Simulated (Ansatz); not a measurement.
Conformers of C4H10 (SMILES CCCC), B3LYP-D3(BJ)/def2-TZVP minima from an xTB search, which can miss the lowest.
Conformer 1 (charge 0, multiplicity 1):
```json
[
 {"atom": "C", "x (Å)": "-1.9293", "y (Å)": "-0.2712", "z (Å)": "-0.0576"},
 {"atom": "C", "x (Å)": "-0.4805", "y (Å)": "-0.5578", "z (Å)": "0.3257"},
 {"atom": "C", "x (Å)": "0.4805", "y (Å)": "0.5577", "z (Å)": "-0.0798"},
 {"atom": "C", "x (Å)": "1.9293", "y (Å)": "0.2713", "z (Å)": "0.3039"},
 {"atom": "H", "x (Å)": "-2.5923", "y (Å)": "-1.0841", "z (Å)": "0.2445"},
 {"atom": "H", "x (Å)": "-2.0314", "y (Å)": "-0.1422", "z (Å)": "-1.1379"},
 {"atom": "H", "x (Å)": "-2.2874", "y (Å)": "0.6450", "z (Å)": "0.4185"},
 {"atom": "H", "x (Å)": "-0.1567", "y (Å)": "-1.4958", "z (Å)": "-0.1379"},
 {"atom": "H", "x (Å)": "-0.4110", "y (Å)": "-0.7150", "z (Å)": "1.4074"},
 {"atom": "H", "x (Å)": "0.4113", "y (Å)": "0.7146", "z (Å)": "-1.1615"},
 {"atom": "H", "x (Å)": "0.1565", "y (Å)": "1.4957", "z (Å)": "0.3835"},
 {"atom": "H", "x (Å)": "2.2877", "y (Å)": "-0.6447", "z (Å)": "-0.1722"},
 {"atom": "H", "x (Å)": "2.5922", "y (Å)": "1.0844", "z (Å)": "0.0023"},
 {"atom": "H", "x (Å)": "2.0310", "y (Å)": "0.1421", "z (Å)": "1.3843"}
]
```
Conformer 2 (charge 0, multiplicity 1):
```xyz
14

C     -1.6054     0.2394     0.3291
C     -0.6196    -0.0308    -0.8059
C      0.7074    -0.6422    -0.3486
C      1.5386     0.2724     0.5490
H     -1.2183     0.9752     1.0358
H     -1.8179    -0.6761     0.8875
H     -2.5530     0.6215    -0.0550
H     -1.0862    -0.7043    -1.5307
H     -0.4172     0.9022    -1.3430
H      1.2963    -0.9060    -1.2319
H      0.5060    -1.5826     0.1756
H      2.4963    -0.1870     0.8002
H      1.0265     0.4948     1.4866
H      1.7463     1.2235     0.0514
```

Frozen-core correlation. MP2 and its Hartree–Fock in cc-pVQZ are density fitted.

Programs: Ansatz (Gaussian orbitals). Each number belongs to the level named beside it.

The energy of conformer 2 above conformer 1 is E(conformer 2) − E(conformer 1). Total energies (hartree):

```json
[
 {"level": "HF/cc-pVTZ", "conformer 2": "-157.3538087", "conformer 1": "-157.3554873"},
 {"level": "MP2/cc-pVTZ", "conformer 2": "-158.0728874", "conformer 1": "-158.0737982"},
 {"level": "HF/cc-pVQZ", "conformer 2": "-157.3638178", "conformer 1": "-157.3655089"},
 {"level": "MP2/cc-pVQZ", "conformer 2": "-158.1261249", "conformer 1": "-158.1270606"},
 {"level": "CCSD(T)/cc-pVTZ", "conformer 2": "-158.1528137", "conformer 1": "-158.1537546"}
]
```

Question: Work out the energy of conformer 2 above conformer 1 at the basis-set limit: extrapolate the MP2 correlation part as X⁻³, take Hartree–Fock from the larger set, and add the CCSD(T) − MP2 difference of cc-pVTZ.

Answer: 
1. Differences (1 hartree = 627.509 kcal/mol): HF/cc-pVTZ 1.053; MP2/cc-pVTZ 0.572; HF/cc-pVQZ 1.061; MP2/cc-pVQZ 0.587; CCSD(T)/cc-pVTZ 0.590.
2. Correlation parts, MP2 less HF: -0.482 in cc-pVTZ (X = 3), -0.474 in cc-pVQZ (X = 4).
3. Limit (4³·(-0.474) − 3³·(-0.482))/(4³ − 3³) = -0.468; with HF/cc-pVQZ it gives 0.593.
4. CCSD(T) less MP2 in cc-pVTZ: 0.019.
Result: 0.61 kcal/mol, against 0.57 at MP2/cc-pVTZ. It is an estimate of this method's limit, not of the exact value.

Ansatz is a first-principles code.
